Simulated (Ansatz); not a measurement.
A made-up structure of GaH3O2, singlet:

```json
{"atom": "O1", "x (Å)": "-0.5962", "y (Å)": "-1.2861", "z (Å)": "0.1050"}
{"atom": "Ga2", "x (Å)": "1.2044", "y (Å)": "0.9833", "z (Å)": "0.7263"}
{"atom": "O3", "x (Å)": "-0.0955", "y (Å)": "0.3746", "z (Å)": "-0.3206"}
{"atom": "H4", "x (Å)": "-1.2971", "y (Å)": "-1.6491", "z (Å)": "-0.4393"}
{"atom": "H5", "x (Å)": "-0.4686", "y (Å)": "0.9135", "z (Å)": "-1.0357"}
{"atom": "H6", "x (Å)": "1.6351", "y (Å)": "-0.0361", "z (Å)": "1.7827"}
```

It is relaxed with PBE-D4/def2-SVP and then PBE0-D4/def2-TZVP (Ansatz 0.2.0). Atoms count as bonded within 1.22 times the sum of their covalent radii (H–H: 0.88 Å). The end point is not checked to be a true minimum.

Problem. Does its bonding change? (Judge from chemistry; the calculation decides.)

Solution. Computed: No: no bond forms or breaks.

Where it ends: The first stage lowers the energy by 0.67 eV in 23 steps. It ends as a complex of GaH₂O ([OH][GaH]) + OH:
O1  (-1.358, -1.134, -0.217)
Ga2  (1.301, 1.060, 0.674)
O3  (-0.161, 0.222, -0.145)
H4  (-0.719, -1.765, -0.570)
H5  (-0.717, 0.776, -0.702)
H6  (2.036, 0.141, 1.778)
(Å)

Labels in which every atom is bracketed show which atoms are joined, not bond orders.

For scale, one of the runs: PBE0-D4/def2-TZVP relaxation, 128 basis functions, launched by `ansatz run in.yaml --threads 2 --pin off --events-out ev --progress --plain --max-ram 4352MiB`. Hardware: 2 CPU threads of an Arm Neoverse V1, shared host. Wall time about 34 s.
